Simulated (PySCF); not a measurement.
C₃H₉BO, SMILES CCBOC. Atoms are numbered in the order given.

```xyz
14

B      0.8077     0.0454     0.0000
H      1.9566    -0.3494     0.0000
C     -0.4295    -0.9322     0.0000
C     -0.0888    -2.4222     0.0000
H     -1.0687    -0.6807    -0.8714
H     -1.0687    -0.6807     0.8714
H      0.5098    -2.6934     0.8846
H      0.5098    -2.6934    -0.8846
H     -0.9873    -3.0599     0.0000
O      0.6808     1.3945     0.0000
C     -0.5799     2.0383     0.0000
H     -1.1686     1.7727     0.8945
H     -0.4101     3.1245     0.0000
H     -1.1686     1.7727    -0.8945
```

Coordinates come from a r2SCAN-D4/def2-SVP optimisation. This is a generated structure with no PubChem entry under its InChIKey; it may be hypothetical. One conformer was computed; it need not be the lowest.

Two levels are set side by side: PBE/pcSseg-1 (PySCF) and KT2/pcSseg-1 (PySCF). GIAO shifts against BF3 (¹¹B), H2O (¹⁷O), TMS (¹H), TMS (¹³C) at the same level; non-relativistic, no solvent, atoms listed together averaged. Differences are taken from unrounded values.

| quantity | KT2 |
|---|---|
| δ(¹¹B) of B1 (ppm) | 39.4 |
| δ(¹H) of H2 (ppm) | 5.66 |
| δ(¹³C) of C3 (ppm) | 16.2 |
| δ(¹³C) of C4 (ppm) | 13.3 |
| δ(¹H) of H5, H6 (ppm) | 1.00 |
| δ(¹H) of H7, H8, H9 (ppm) | 1.41 |
| δ(¹⁷O) of O10 (ppm) | 192.9 |
| δ(¹³C) of C11 (ppm) | 56.6 |

Question: What does PBE give, and how far is it from KT2? (Estimate from the structure and the level; the computed values follow.)

Answer: 
```json
[
 {"quantity": "δ(¹¹B) of B1 (ppm)", "PBE": "41.8", "PBE minus KT2": "2.4"},
 {"quantity": "δ(¹H) of H2 (ppm)", "PBE": "5.77", "PBE minus KT2": "0.11"},
 {"quantity": "δ(¹³C) of C3 (ppm)", "PBE": "17.2", "PBE minus KT2": "1.1"},
 {"quantity": "δ(¹³C) of C4 (ppm)", "PBE": "13.5", "PBE minus KT2": "0.2"},
 {"quantity": "δ(¹H) of H5, H6 (ppm)", "PBE": "1.03", "PBE minus KT2": "0.03"},
 {"quantity": "δ(¹H) of H7, H8, H9 (ppm)", "PBE": "1.42", "PBE minus KT2": "0.01"},
 {"quantity": "δ(¹⁷O) of O10 (ppm)", "PBE": "206.0", "PBE minus KT2": "13.2"},
 {"quantity": "δ(¹³C) of C11 (ppm)", "PBE": "57.9", "PBE minus KT2": "1.3"}
]
```

Rough cost on one machine, each run with all the roots and properties that it gave: KT2 against PBE within a factor of 2.
